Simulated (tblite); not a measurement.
Input of a run (GFN2-xTB geometry optimisation, gas phase (tblite 0.8.0)), started from a force field or distance geometry:
```
{"job": {"kind": "relax", "xc": "GFN2-xTB", "basis": "xTB"}, "charge": 0, "multiplicity": 2}
N     -2.370900     0.361900    -0.144000
C     -1.115300     0.130900    -0.837900
C     -0.007100     1.021800    -0.212300
C      0.916500    -0.217100    -0.262200
C      1.881300    -0.446700     0.917900
S      3.261800     0.746700     0.771700
C     -0.385800    -1.074300    -0.193900
H     -2.290500     0.301200     0.876500
H     -2.728000     1.302000    -0.312200
H     -1.157800     0.119800    -1.917200
H     -0.218000     1.398400     0.794900
H      0.296400     1.861500    -0.840500
H      1.404200    -0.346700    -1.221700
H      1.347800    -0.346600     1.858100
H      2.231200    -1.474700     0.880600
H     -0.376500    -1.988700    -0.781500
H     -0.696300    -1.337100     0.832300
```

Output (eV, eV/Å):
```
step      E/eV     max force
  0    -595.81738    3.358
  1    -596.02505    1.202
  2    -596.11299    1.164
  3    -596.17678    0.567
  4    -596.19111    0.338
  5    -596.20251    0.362
  6    -596.21467    0.472
  7    -596.22848    0.367
  8    -596.23914    0.251
  9    -596.24707    0.187
 10    -596.25204    0.233
 11    -596.25531    0.221
 12    -596.25783    0.138
 13    -596.25970    0.084
 14    -596.26108    0.091
 15    -596.26232    0.097
 16    -596.26357    0.111
 17    -596.26475    0.089
 18    -596.26559    0.066
 19    -596.26608    0.043
 20    -596.26641    0.039
 21    -596.26673    0.039
 22    -596.26705    0.038
 23    -596.26739    0.043
 24    -596.26775    0.043
 25    -596.26809    0.043
 26    -596.26842    0.049
 27    -596.26875    0.056
 28    -596.26916    0.064
 29    -596.26971    0.074
 30    -596.27037    0.075
 31    -596.27102    0.062
 32    -596.27158    0.052
 33    -596.27208    0.051
 34    -596.27254    0.043
 35    -596.27290    0.046
 36    -596.27316    0.036
 37    -596.27337    0.035
 38    -596.27360    0.036
 39    -596.27385    0.039
 40    -596.27405    0.030
 41    -596.27420    0.029
 42    -596.27435    0.034
 43    -596.27455    0.037
 44    -596.27479    0.043
 45    -596.27498    0.036
 46    -596.27510    0.024
 47    -596.27518    0.023
 48    -596.27529    0.027
 49    -596.27543    0.030
 50    -596.27558    0.029
 51    -596.27569    0.023
 52    -596.27577    0.027
 53    -596.27586    0.024
 54    -596.27599    0.023
 55    -596.27614    0.033
 56    -596.27630    0.036
 57    -596.27645    0.039
 58    -596.27662    0.037
 59    -596.27683    0.040
 60    -596.27707    0.052
 61    -596.27732    0.042
 62    -596.27753    0.036
 63    -596.27769    0.028
 64    -596.27783    0.024
 65    -596.27793    0.022
 66    -596.27798    0.015
 67    -596.27799    0.011
 68    -596.27800    0.009
```

Summarise the run.

The energy falls by 44.4 kJ/mol over 68 L-BFGS steps, the largest force on an atom goes from 3.36 to 0.009 eV/Å, and the atoms move by 0.179 Å rms after alignment. The bond that changes most is C5–S6 (ends: carbon bonded to C, S and 2 H; sulfur bonded to C), which shortens by 0.031 Å. Bonds longer at the end by more than 0.005 Å: 4 of 17; shorter: 10. Among the angles that change most is N1–C2–C3, from 109.4° to 119.7°. Among the dihedrals that turn most is C2–C3–C4–H13, from 85° to 102°. The energy never rose by more than 1e-5 eV on the way. The first step brought 45 % of the lowering.

What are the final bond lengths?

N1–C2 1.438 Å, C2–C3 1.554 Å, C3–C4 1.537 Å, C4–C5 1.519 Å, C5–S6 1.799 Å, C4–C7 1.541 Å, C2–C7 1.538 Å, N1–H8 1.014 Å, N1–H9 1.013 Å, C2–H10 1.092 Å, C3–H11 1.090 Å, C3–H12 1.087 Å, C4–H13 1.091 Å, C5–H14 1.092 Å, C5–H15 1.092 Å, C7–H16 1.086 Å, C7–H17 1.089 Å. Numbering counts from 1 in the input's order; the species is `N[C@H]1C[C@@H](C[S])C1` [radical].

Its GFN2-xTB frequencies are all real (lowest 49 cm⁻¹). 2 starts were optimised and ended at 0.00 and 0.91 kcal/mol (GFN2-xTB); the lowest of these is shown.

One conformer stands for the species.

The numbers are calculated, not measured.
